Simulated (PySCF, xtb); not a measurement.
C4H7FSi, SMILES F[C@]1(CC=C1)[SiH3].

GFN2-xTB (xtb) at its own geometry gives an orbital gap of 4.53 eV and a dipole moment of 2.23 D.

The structure is a stationary point at PBE0-D3(BJ)/def2-SVP. The structure was generated by enumeration; whether it is a known compound was not checked.

Question: What does PBE/def2-TZVP run with PySCF give? (An estimate is asked for; the answer gives what the named calculation found.)

Answer: gap 4.98 eV (levels -6.45 and -1.48 eV), dipole 1.69 D.
